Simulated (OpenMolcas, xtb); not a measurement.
# GaH2ClO (SMILES [OH][GaH][Cl]): methods side by side

The species is GaH2ClO (5 atoms), meant as a singlet with charge 0. As SMILES, `[OH][GaH][Cl]`. The shape is that of a PBE0-D4/def2-TZVP optimisation. This is one conformer, not always the lowest.

Quantity: the electronic atomisation energy, in eV. The values are calculated. Electronic energies at fixed atoms, without zero-point motion or spin-orbit coupling.

```tsv
level	kind	program	value (eV)	CPU time (all runs)
GFN2-xTB	semi-empirical	xtb	21.94	under 2 s
HF/def2-SVPD	Hartree–Fock	OpenMolcas	10.93	32 s
SVWN5/def2-SVPD	LDA	OpenMolcas	17.84	47 s
BLYP/def2-SVPD	GGA	OpenMolcas	14.90	55 s
revPBE/def2-SVPD	GGA	OpenMolcas	14.83	59 s
r2SCAN/def2-SVPD	meta-GGA	OpenMolcas	15.54	91 s
M06-2X/def2-SVPD	hybrid meta-GGA	OpenMolcas	15.43	62 s
PBE0/def2-SVPD	global hybrid	OpenMolcas	15.17	54 s
```

All-electron rows without a relativistic Hamiltonian named are non-relativistic. The values span 10.93 to 21.94 eV. The xTB rows lack spin polarisation, so open shells miss the exchange term that lowers them. Times are those of the runs behind each value, whatever else they computed, on shared processors of several kinds: orders of magnitude only.
